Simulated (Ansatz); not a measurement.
`C[O][Al]([CH3])[Cl]` and `C[O][Al]([CH3])[OH]` differ in one atom or group.

Ansatz, PBE0-D4/def2-TZVP geometries, multiplicity 1. Each molecule was computed in one conformer, which needn't be the lowest.

| property | `C[O][Al]([CH3])[Cl]` |
| --- | --- |
| HOMO–LUMO gap (PBE/def2-TZVPP) / eV | 5.76 |
| ideal-gas entropy at 298 K and 1 bar (rigid rotor, harmonic PBE0-D4/def2-TZVP) / J/(mol·K) | 384 |
| LUMO energy (PBE/def2-TZVPP) / eV | -0.98 |
| LUMO energy (PBE0/def2-TZVPP) / eV | -0.17 |
| HOMO energy (ωB97M-V/def2-TZVPP) / eV | -10.68 |
| LUMO energy (ωB97M-V/def2-TZVPP) / eV | 1.33 |

(1) Give the same properties after the change, and the shifts. (Estimate.)

Results:

(1) Computed: 
```csv
property,`C[O][Al]([CH3])[OH]`,shift
HOMO–LUMO gap (PBE/def2-TZVPP) / eV,5.62,-0.14
"ideal-gas entropy at 298 K and 1 bar (rigid rotor, harmonic PBE0-D4/def2-TZVP) / J/(mol·K)",385,1
LUMO energy (PBE/def2-TZVPP) / eV,-0.79,0.19
LUMO energy (PBE0/def2-TZVPP) / eV,0.03,0.20
HOMO energy (ωB97M-V/def2-TZVPP) / eV,-10.31,0.37
LUMO energy (ωB97M-V/def2-TZVPP) / eV,1.49,0.16
```

With PBE0 the HOMO rises by 0.32 eV and the LUMO rises by 0.20 eV, so the gap narrows by about 0.12 eV. PBE moves the HOMO by 0.33 eV and ωB97M-V by 0.37 eV. The zero-point energy changes by 31.3 kJ/mol with +3 modes. Modes under 60 cm⁻¹, often nearly free rotors, make the harmonic entropy too high.

Positive LUMOs are unbound, so they and the gaps depend on the basis.
